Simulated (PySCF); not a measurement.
PySCF input file for Cl3Sb, SMILES [Sb]([Cl])([Cl])[Cl] (connectivity only; charge and spin as stated), charge -1, multiplicity 2, r2SCAN-D4/def2-SVPD. Coordinates come from a r2SCAN-D4/def2-SVPD optimisation. The multiplicity is an assumed one; other spin states were not compared. The isomer is the one that the SMILES or the coordinates give; other isomers of the formula were not compared. The def2 effective core potentials stand for the cores of Sb; spin–orbit coupling is left out.

```python
import numpy as np
from pyscf import gto, scf, dft, df
from pyscf.hessian import thermo

mol = gto.M(
    atom='''
    Sb   -0.00000000   -0.00000000   -0.36423471
    Cl    0.00000000   -0.00000000    2.08216919
    Cl    0.00000000   -2.62609224   -0.49473253
    Cl    0.00000000    2.62609225   -0.49473253
    ''',
    basis='def2-SVPD',
    ecp={'Sb': 'def2-svp'},
    charge=-1,
    spin=1,
    max_memory=1600,
    verbose=3,
)
mf = dft.UKS(mol, xc='r2scan').density_fit(auxbasis='def2-universal-jkfit')
mf.disp = 'd4'
mf.grids.level = 4
mf.conv_tol = 1e-11
mf.max_cycle = 100
mf.kernel()
fine, coarse = mf.grids, dft.Grids(mol).set(level=1).build(with_non0tab=True)
for _ in range(3):  # follow internal instabilities
    mf.grids = coarse
    mo, _, stable, _ = mf.stability(return_status=True, nroots=4)
    mf.grids = fine
    if stable:
        break
    mf.kernel(mf.make_rdm1(mo, mf.mo_occ))

# [left out here: the lines that compute and print the analytic Hessian (its translational invariance restored by hand, since the grid's response is missing), thermochemistry and intensities]
```

Log of the run:

```

WARN: HOMO -0.638191811771855 >= LUMO -0.638191811771851

converged SCF energy = -1620.65016427182  <S^2> = 0.75560692  2S+1 = 2.0055991
<class 'pyscf.df.df_jk.DFUKS'> wavefunction is stable in the internal stability analysis

WARN: MGGA Hessian is sensitive to dft grids. grids.level 4 may not be dense enough.


WARN: DFTD4 does not support analytical Hessian, using finite difference.


WARN: Mole.unit (angstrom) is changed to Bohr

Mode                                 0                   1                   2
Irrep
Freq [cm^-1]                       42.4650             62.0511            110.8603
Reduced mass [au]                  49.0496             42.0954             36.7310
Force const [Dyne/A]                0.0521              0.0955              0.2660
Char temp [K]                      61.0977             89.2777            159.5033
Normal mode                   x     y     z       x     y     z       x     y     z
       0  Sb                 0.06 -0.00 -0.00    0.00 -0.00  0.04   -0.00  0.02  0.00
       1  Cl                -0.01 -0.00 -0.00   -0.00  0.00  0.05    0.00 -0.13  0.00
       2  Cl                -0.09  0.00  0.00   -0.00  0.00 -0.10    0.00  0.03  0.06
       3  Cl                -0.09  0.00  0.00   -0.00 -0.00 -0.10    0.00  0.03 -0.06
Mode                                 3                   4                   5
Irrep
Freq [cm^-1]                      221.7722            230.1111            317.5110
Reduced mass [au]                  49.2965             35.7088             42.4740
Force const [Dyne/A]                1.4285              1.1140              2.5228
Char temp [K]                     319.0808            331.0786            456.8276
Normal mode                   x     y     z       x     y     z       x     y     z
       0  Sb                 0.00  0.06 -0.00    0.00 -0.00 -0.01    0.00 -0.00  0.04
       1  Cl                -0.00 -0.01  0.00   -0.00  0.00  0.03   -0.00  0.00 -0.14
       2  Cl                -0.00 -0.09  0.00   -0.00  0.12  0.00   -0.00  0.02 -0.00
       3  Cl                -0.00 -0.09 -0.00   -0.00 -0.12  0.00   -0.00 -0.02 -0.00
temperature 298.1500 [K]
pressure 101325.00 [Pa]
Rotational constants [GHz] 2.70170 1.03360 0.74759
Symmetry number 2
Zero-point energy (ZPE) 0.00224 [Eh]   5890.236 [J/mol]
                           tot       elec      trans        rot        vib
Entropy [J/mol/K]       374.590      5.763    176.465    117.339     75.023
Cv [J/mol/K]             71.537      0.000     12.472     12.472     46.594
Cp [J/mol/K]             79.852      0.000     20.786     12.472     46.594
Internal energy [J/mol]                      3718.434   3718.434  15908.599
Internal energy [Eh]   -1620.64127  -1620.65016
Enthalpy [J/mol]                             6197.391   3718.434  15908.599
Enthalpy [Eh]          -1620.64033
Gibbs free energy [J/mol]                  -46415.635 -31266.254  -6459.405
Gibbs free energy [Eh] -1620.68287
mode   freq/cm-1   IR/(km/mol)
   1       42.47         8.671
   2       62.05         5.234
   3      110.86         0.493
   4      221.77       269.586
   5      230.11         7.497
   6      317.51        52.021
max |gradient| / (hartree/bohr): 0.0003162569611054417
APT charges: [ 1.4631 -0.6281 -0.9289 -0.9289]
```

Self-consistency was reached.

Cost: around 4 core-minutes (rough).
